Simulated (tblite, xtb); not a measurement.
Br2Ge, triplet, geometry from GFN2-xTB (the spin is typed, not shown lowest). Base run: xtb with GFN1-xTB.

Here is a job for xtb.
```
$ xtb mol.xyz --gfn 1 --uhf 2 --json

# file mol.xyz
3

Ge     0.01662620     0.00626078     1.00353305
Br     1.08727208    -1.65040649    -0.46661885
Br    -1.10247318     1.64468236    -0.45089707
```

Programs used: tblite, xtb; a row that names a program was run with it.

Variants of this job, named by their change:

```csv
change,ΔE vs base (kcal/mol),dipole (D),SCF cycles
base,0.000,3.01,13
acc = 0.1,0.000,3.01,13
etemp = 3000,-2.38,2.65,13
etemp = 5000,-10.45,2.29,11
program = tblite; method = gfn1; option = --grad,-0.001,-,-
"program = tblite; method = gfn1; option = (--alpb, water)",-0.86,-,-
alpb = chcl3,-5.25,3.09,11
etemp = 1000,-0.011,3.00,13
acc = 1000,0.000,3.02,7
program = tblite; method = gfn1; option = --spin-polarized,-10.18,-,-
"program = tblite; method = gfn1; option = (--guess, eeq)",-0.001,-,-
```

ALPB and GBSA are two models with their own fitted parameters for each solvent, which aren't always the measured dielectric constant.
